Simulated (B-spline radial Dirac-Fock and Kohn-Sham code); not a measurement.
Auger decay of the M1 hole in Nd⁴⁺

System: the Nd⁴⁺ ion, [Xe] 4f2.

Input file task.json (cfg lists n, l and occupation; rrms is the nuclear radius in fm):

```json
{"items": [{
  "Z": 60,
  "q": 4,
  "cfg": [[1, 0, 2], [2, 0, 2], [2, 1, 6], [3, 0, 2], [3, 1, 6], [3, 2, 10], [4, 0, 2], [4, 1, 6], [4, 2, 10], [4, 3, 2], [5, 0, 2], [5, 1, 6]],
  "A": 142,
  "rrms": 4.9123,
  "do": ["binding", "quiet", "decay"],
  "holes": ["K", "L1", "L2", "L3", "M1", "M2", "M3", "M4", "M5", "N1", "N2", "N3", "N4", "N5"]
}]}
```

Launch: `python xray_run.py task.json out`

Model: one-electron (LDA, Dirac) transition rates at Dirac-Fock energies. Program: an atomic code on a B-spline grid. Kinetic energies are configuration averages from the vacuum level; the two-hole energies are estimated from single-hole states.

| transition | kinetic energy (eV) | width (meV) | share (%) |
| --- | --- | --- | --- |
| M1-M3N4 | 66.65 | 840 | 10.7 |
| M1-M3N5 | 71.09 | 1210 | 15.5 |
| M1-M2O3 | 91.02 | 256 | 3.3 |
| M1-M4N1 | 159.7 | 457 | 5.8 |
| M1-M3O1 | 167.7 | 227 | 2.9 |
| M1-M5N1 | 181.6 | 662 | 8.5 |
| M1-M3N6 | 195.0 | 372 | 4.7 |
| M1-M3O3 | 195.6 | 309 | 4.0 |
| M1-M3N7 | 195.6 | 474 | 6.1 |
| M1-M5N5 | 393.5 | 309 | 3.9 |

Coster-Kronig rates are the weakest part of this model and often come out 1.5 to 2.5 times too large. The listed channels hold 65 % of the non-radiative rate. Summed by principal shells, of 7.83 eV in all: MMN 72.5 %, MMO 19.5 %, MNN 6.7 %, MNO 1.3 %.

Values without a named source are computed, but for edge energies of neutral atoms, which are taken from tables.
